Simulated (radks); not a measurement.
Results of a calculation; reference values are marked as such.
Successive ionisation energies (eV) of one element, from differences of total energies of ions in their ground configurations, starting at charge 0: 7.827, 18.500, 30.901, 44.661, 63.958, 80.535, 97.972, 116.17, 135.03, 208.65, 230.56, 252.68, 281.62, 305.34, 329.04, 391.21, 419.45, 740.42, 799.23, 859.41, 920.86, 983.48. Level of theory: scalar-relativistic Kohn-Sham, BLYP, spin-polarised, spherical densities, finite nucleus; open shells are filled with parallel spins first (spin-orbit coupling, left out, can overturn this in heavy ions); Fermi nuclear charge, rms radius 4.4945 fm (a radial shooting solver on a logarithmic mesh with Libxc functionals). Which element is it?

Answer. Rhodium (Z = 45). The first species listed is Rh in [Kr] 4d8 5s1, the last Rh21+ in [Ar] 3d6.
